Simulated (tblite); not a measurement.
Species: C5H7OPS.
Z-matrix (Å and degrees, GFN2-xTB geometry), rows numbered from 1:
```
C 
S   1  1.8173
C   2  1.7484  1  100.47
O   3  1.3385  2  117.04  1    -0.09
C   4  1.3474  3  110.52  2  -179.94
C   5  1.3532  4  116.02  3    -0.01
C   6  1.4914  5  125.07  4  -179.98
P   3  1.7263  2  126.65  1   179.95
H   1  1.0849  2  106.05  3   180.00
H   1  1.0856  2  109.51  3   -60.80
H   1  1.0857  2  109.50  3    60.76
H   5  1.0754  4  115.00  3   180.00
H   7  1.0889  6  110.34  5  -120.94
H   7  1.0891  6  110.32  5   120.12
H   7  1.0878  6  110.47  5    -0.40
```

Computed values, GFN2-xTB/tblite, gas phase, harmonic and unscaled. The method is semi-empirical: single wavenumbers can be off by several per cent or more. One conformer, not necessarily the lowest.

Harmonic wavenumbers (cm⁻¹): 39.1, 68.7, 112.3, 151.5, 158.2, 250.6, 303.3, 313.6, 393.4, 448.6, 510.3, 613.0, 700.9, 726.5, 742.4, 742.5, 943.4, 952.4, 996.1, 1031.9, 1077.7, 1103.2, 1179.9, 1191.1, 1251.6, 1312.9, 1401.7, 1438.4, 1439.6, 1470.3, 1476.6, 1566.3, 3007.4, 3020.9, 3032.2, 3036.4, 3041.7, 3064.6, 3124.4.

A = 3819, B = 907.5, C = 740.1 MHz; mass 145.996 u (most abundant isotopes); point group Cs, symmetry number 1.

Q: What is the zero-point energy?

A: ½Σν̃ = 23718 cm⁻¹ = 283.73 kJ/mol.

Q: Entropy at 500 K, 1 bar (ideal gas, RRHO, classical rotation)?

A: Translation 181.76, rotation 128.69, vibration 185.24: S = 495.7 J/(mol K).

Q: And Cp and H(500 K) − H(0)?

A: Cp = 202.07 J/(mol K), of which vibrations give 168.81 (their classical limit is 39 R = 324.3); H(500 K) − H(0) = 62.48 kJ/mol without the zero-point energy, 45.85 from vibrations.

Q: How do the functions run with temperature in this model?

A: 
```json
{"T (K)": "50", "S (J/(mol K))": "248.1", "Cp (J/(mol K))": "55.0", "H − H(0) (kJ/mol)": "2.12", "G − H(0) (kJ/mol)": "-10.28", "ln q(vib)": "0.61"}
{"T (K)": "100", "S (J/(mol K))": "292.9", "Cp (J/(mol K))": "76.0", "H − H(0) (kJ/mol)": "5.42", "G − H(0) (kJ/mol)": "-23.88", "ln q(vib)": "1.82"}
{"T (K)": "298.15", "S (J/(mol K))": "406.8", "Cp (J/(mol K))": "143.7", "H − H(0) (kJ/mol)": "27.26", "G − H(0) (kJ/mol)": "-94.02", "ln q(vib)": "6.66"}
{"T (K)": "373.15", "S (J/(mol K))": "441.6", "Cp (J/(mol K))": "167.6", "H − H(0) (kJ/mol)": "38.94", "G − H(0) (kJ/mol)": "-125.85", "ln q(vib)": "8.40"}
{"T (K)": "750", "S (J/(mol K))": "587.2", "Cp (J/(mol K))": "248.7", "H − H(0) (kJ/mol)": "119.31", "G − H(0) (kJ/mol)": "-321.11", "ln q(vib)": "16.53"}
{"T (K)": "1000", "S (J/(mol K))": "663.1", "Cp (J/(mol K))": "278.4", "H − H(0) (kJ/mol)": "185.45", "G − H(0) (kJ/mol)": "-477.68", "ln q(vib)": "21.34"}
```

q(vib) and H(0) count from the zero-point level.

Q: Blend soft modes into free rotors: weight 1/[1 + (100 cm⁻¹/ν̃)⁴] for the oscillator and the rest for a rotor with moment μB/(μ + B), μ = h/(8π²ν), B = 10⁻⁴⁴ kg m². What vibrational entropy results?

A: 169.47 J/(mol K) in place of 185.24, which changes −T·S at 500 K by +7.89 kJ/mol.

Hindered rotation and anharmonicity are outside this model. Other conformers, if any are populated, would add a mixing term that is left out.
